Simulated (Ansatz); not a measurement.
Reactions of CH₇FOSi₂, SMILES `CO[SiH2][SiH2]F`.

Gas-phase electronic energies from Ansatz, PBE0-D4/def2-TZVP geometries. CCSD(T)/CBS is the MP2 limit (def2-TZVPP, def2-QZVPP) plus CCSD(T) − MP2 in def2-TZVPP, frozen cores. This one scheme is used for every species. Each species was taken in one conformer, which may not be the lowest.

Task: Order these by ΔE at CCSD(T)/CBS, lowest first. (Estimate.)
A. `CO[SiH2][SiH2]F` + H₂ → `CO[SiH3]` + `F[SiH3]`
B. `CO[SiH2][SiH2]F` → `FC[SiH2]O[SiH3]`
C. `CO[SiH2][SiH2]F` + `O[SiH](O)O` → `O[SiH](O)O[SiH2]F` + `CO[SiH3]`
D. `CO[SiH2][SiH2]F` → `CO[SiH3]` + `F[SiH]`
E. `CO[SiH2][SiH2]F` → `C[SiH2][SiH](O)F`
F. `CO[SiH2][SiH2]F` + `O[SiH2]S` → `CO[SiH2]S[SiH2]O` + `F[SiH3]`

Result: C (-1.51 eV), E (-1.34 eV), F (-1.04 eV), A (-0.35 eV), B (+0.24 eV), D (+1.94 eV).

Largest T1 diagnostic: 0.015, for `F[SiH]`.
